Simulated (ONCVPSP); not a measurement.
# Configuration tests for germanium (Ge) (ONCV)

| Item | Value |
| --- | --- |
| Element | Ge |
| Generator | ONCVPSP 4.0.1 |
| Type | optimised norm-conserving Vanderbilt (ONCV) |
| Functional | PBE |
| Relativity | fully relativistic |
| Frozen core | [Ar] |
| Valence charge | 14 |
| Reference configuration | 3d10 4s2 (charge +2) |
| Partial waves | 4s: rc 1.50 bohr, ncon 5, nbas 9, qcut 5.3 1/bohr, 2 projectors, debl 2.9 Ha; p scattering state at 0.27 Ha: rc 1.25 bohr, ncon 3, nbas 8, qcut 6.6 1/bohr, 1 projector; 3d: rc 0.60 bohr, ncon 5, nbas 10, qcut 18.6 1/bohr, 2 projectors, debl 0.9 Ha |
| Local potential | polynomial inside 0.55 bohr (lpopt 3, dvloc0 1 Ha) |
| Core correction | none |

Open shells are filled in proportion to 2j + 1.

In the d channel the program set the typed energies aside and used -1.799, 0.250 Ha (j = l + 1/2; the other j can differ).

Energies are relative to the spin-unpolarised reference configuration 3d10 4s2; without spin polarisation the order of configurations can differ from experiment.

```
valence configuration  charge  ΔE all-electron (eV)  error AE − PS (meV)
         3d10 4s2 4p2       0               -22.889                  +58
       3d10 4s2 4p1.5    +0.5               -20.086                  +48
```

What are ΔE and the potential's error for 3d10 4s1?

ΔE = 34.791 eV all-electron; the error (AE − PS) is +24 meV.

What are ΔE and the potential's error for 3d10 4s2 4p1?

ΔE = -15.442 eV all-electron; the error (AE − PS) is +34 meV.

Levels in the configuration 3d10 4s2 4p2:

```json
{"level": "3d j=5/2", "all-electron (eV)": "-29.069", "pseudo (eV)": "-29.103"}
{"level": "3d j=3/2", "all-electron (eV)": "-29.653", "pseudo (eV)": "-29.669"}
{"level": "4s j=1/2", "all-electron (eV)": "-11.729", "pseudo (eV)": "-11.719"}
{"level": "4p j=3/2", "all-electron (eV)": "-3.835", "pseudo (eV)": "-3.860"}
{"level": "4p j=1/2", "all-electron (eV)": "-4.021", "pseudo (eV)": "-4.018"}
```

Note: ghosts flagged at negative energy: s at -154.1 eV, p3/2 at -91.7 eV, p1/2 at -98.6 eV; GHOST(+) flagged for s at 463.7 eV. A true bound ghost makes a file unfit for plane-wave use.
